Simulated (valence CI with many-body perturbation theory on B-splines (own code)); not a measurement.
# E1 transitions of Pr⁴⁵⁺

Calculated by relativistic CI+MBPT: four valence electrons over a frozen Dirac-Fock core [Ne], a basis of 11 s, 11 p, 9 d, 7 f, 5 g, 2 h, 1 i functions for each j, with the one-electron correlation potential Σ1, the two-electron term Σ2, the three-electron term Σ3, Breit, model QED; selected CI, second order for the rest (own B-spline code, finite nucleus).

No measured spectrum was set against this ion. As an estimate, large intervals hold to a few tenths of a per cent, small ones and those within an open d or f shell to about a per cent.

Lines 201 to 235 of 235 in falling wavelength, among levels below 4915.1 × 10³ cm⁻¹, chosen from the strongest by gf and those to the six lowest levels. Wavelengths and rates use the calculated energies. Electric multipoles are in the length gauge, E1 and E2 with the static RPA response of the core. Weak lines are less certain than strong ones. Lines between different terms over intervals too small for the method are left out, as are lines whose strength nearly cancels. The highest levels of a list are the least certain.

Levels are named by their leading jj configuration (3d3/2^4 stands for four electrons in 3d with j = 3/2), which in mixed levels can hold well under half, so a name can repeat and another be missing. Letters in brackets count levels of one name in rising energy.

```csv
λ vac (nm),Upper,Lower,A (s⁻¹),log gf,Branch %
3.976,(3s 3p1/2 3p3/2 3d5/2) J=2 [a],(3s 3p1/2^2 3p3/2) J=2,4.92e+10,-1.23,27.0
3.957,(3s^2 3p3/2 3d5/2) J=2,(3s^2 3p1/2 3p3/2) J=2,4.64e+08,-3.26,1.6
3.880,(3s 3p1/2 3p3/2 3d5/2) J=1 [a],(3s 3p1/2^2 3p3/2) J=2,2.23e+08,-3.82,0.1
3.871,(3s 3p1/2 3p3/2 3d5/2) J=3 [a],(3s 3p1/2^2 3p3/2) J=2,6.17e+10,-1.01,35.7
3.868,(3s^2 3p3/2 3d5/2) J=2,(3s^2 3p1/2 3p3/2) J=1,4.00e+08,-3.35,1.4
3.867,(3s 3p1/2 3p3/2 3d5/2) J=1 [b],(3s 3p1/2^2 3p3/2) J=1,1.68e+10,-1.95,7.5
3.841,(3s^2 3d3/2^2) J=2,(3s^2 3p1/2 3d3/2) J=2,5.45e+11,-0.22,39.7
3.767,(3s 3p1/2 3p3/2 3d5/2) J=2 [b],(3s 3p1/2^2 3p3/2) J=2,6.79e+09,-2.14,1.5
3.764,(3s 3p1/2 3p3/2 3d5/2) J=3 [b],(3s 3p1/2^2 3p3/2) J=2,7.91e+10,-0.93,25.0
3.759,(3s 3p1/2 3p3/2 3d5/2) J=1 [c],(3s 3p1/2^2 3p3/2) J=1,2.58e+07,-4.78,0.0
3.743,(3s 3p1/2 3p3/2 3d3/2) J=1 [d],(3s 3p1/2^2 3p3/2) J=2,8.43e+08,-3.27,0.1
3.735,(3s 3p1/2 3p3/2 3d5/2) J=2 [c],(3s 3p1/2^2 3p3/2) J=1,4.39e+09,-2.34,1.1
3.719,(3s 3p1/2 3p3/2 3d3/2) J=2 [e],(3s 3p1/2^2 3p3/2) J=2,6.00e+10,-1.21,7.6
3.709,(3s 3p1/2 3p3/2 3d5/2) J=0,(3s 3p1/2^2 3p3/2) J=1,2.25e+11,-1.33,42.5
3.678,(3s^2 3p3/2 3d5/2) J=3,(3s^2 3p1/2 3p3/2) J=2,9.52e+09,-1.87,3.0
3.667,(3s 3p1/2 3p3/2 3d5/2) J=2 [d],(3s 3p1/2^2 3p3/2) J=1,8.42e+09,-2.07,1.1
3.654,(3s 3p1/2 3p3/2 3d5/2) J=3 [c],(3s 3p1/2^2 3p3/2) J=2,1.47e+10,-1.69,3.9
3.618,(3s 3p1/2 3p3/2 3d5/2) J=1 [b],(3s 3p1/2^2 3p3/2) J=2,1.18e+10,-2.16,5.2
3.617,(3s^2 3p3/2 3d5/2) J=1,(3s^2 3p1/2 3p3/2) J=2,1.30e+10,-2.12,6.2
3.558,(3s^2 3d3/2^2) J=2,(3s 3p1/2^2 3p3/2) J=1,2.22e+09,-2.68,0.2
3.543,(3s^2 3p3/2 3d5/2) J=1,(3s^2 3p1/2 3p3/2) J=1,2.68e+09,-2.82,1.3
3.524,(3s 3p1/2 3p3/2 3d5/2) J=1 [c],(3s 3p1/2^2 3p3/2) J=2,2.28e+09,-2.90,0.7
3.511,(3s 3p1/2 3p3/2 3d5/2) J=3 [d],(3s 3p1/2^2 3p3/2) J=2,9.94e+09,-1.89,2.0
3.503,(3s 3p1/2 3p3/2 3d5/2) J=2 [c],(3s 3p1/2^2 3p3/2) J=2,2.03e+09,-2.73,0.5
3.443,(3s 3p1/2 3p3/2 3d5/2) J=2 [d],(3s 3p1/2^2 3p3/2) J=2,2.91e+10,-1.59,3.9
3.347,(3s^2 3d3/2^2) J=2,(3s 3p1/2^2 3p3/2) J=2,1.62e+09,-2.87,0.1
3.312,(3s 3p3/2^3) J=2,(3s^2 3p1/2 3p3/2) J=2,3.08e+09,-2.60,0.6
3.302,(3s 3p1/2 3p3/2^2) J=1 [a],(3s^2 3p1/2^2) J=0,3.65e+09,-2.75,1.6
3.250,(3s 3p3/2^3) J=2,(3s^2 3p1/2 3p3/2) J=1,6.98e+08,-3.26,0.1
3.214,(3s 3p1/2 3p3/2^2) J=1 [b],(3s^2 3p1/2^2) J=0,1.46e+09,-3.17,0.2
3.125,(3s 3p3/2^3) J=1,(3s^2 3p1/2 3p3/2) J=2,5.73e+08,-3.60,0.1
3.070,(3s 3p3/2^3) J=1,(3s^2 3p1/2 3p3/2) J=1,7.14e+08,-3.52,0.1
2.922,(3s^2 3p3/2 3d3/2) J=1,(3s^2 3p1/2^2) J=0,2.80e+08,-3.97,0.0
2.669,(3s^2 3p3/2 3d5/2) J=1,(3s^2 3p1/2^2) J=0,1.79e+09,-3.24,0.8
2.391,(3s 3p3/2^3) J=1,(3s^2 3p1/2^2) J=0,7.07e+07,-4.74,0.0
```
